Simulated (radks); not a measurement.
Results of a calculation; reference values are marked as such.
Lu4+, configuration [Xe] 4f13. Level of theory: Dirac Kohn-Sham, BLYP, spin-unpolarised, spherical densities, finite nucleus; open shells are shared between the two j in proportion to 2j + 1; Fermi nuclear charge, rms radius 5.37 fm (a radial shooting solver on a logarithmic mesh with Libxc functionals).

Radial electron density D(r) = 4 pi r^2 rho(r):

```
   r/bohr * D(r) (the largest magnitude, 125, reaches the edge; | marks zero)
0.0008095 | *
 0.001071 |  *
 0.001417 |    *
  0.00186 |      *
 0.002461 |          *
  0.00323 |               *
 0.004274 |                     *
 0.005656 |                            *
 0.007423 |                                   *
 0.009822 |                                        *
    0.013 |                                           *
  0.01706 |                                         *
  0.02257 |                                      *
  0.02986 |                                       *
   0.0392 |                                             *
  0.05186 |                                                      *
  0.06808 |                                                      *
  0.09007 |                                             *
   0.1192 |                                           *
   0.1564 |                                                  *
    0.207 |                                           *
   0.2739 |                           *
   0.3595 |                          *
   0.4756 |                            *
   0.6293 |                   *
    0.826 |         *
    1.093 |     *
    1.435 |   *
    1.898 |*
    2.511 *
    3.297 *
    4.362 *
```

D(r) has 4 maxima, at r = 0.0133, 0.0594, 0.165, 0.446 bohr, and minima at 0.0259, 0.107, 0.316 bohr, inside which lie 2.03, 11.11, 29.82 electrons.
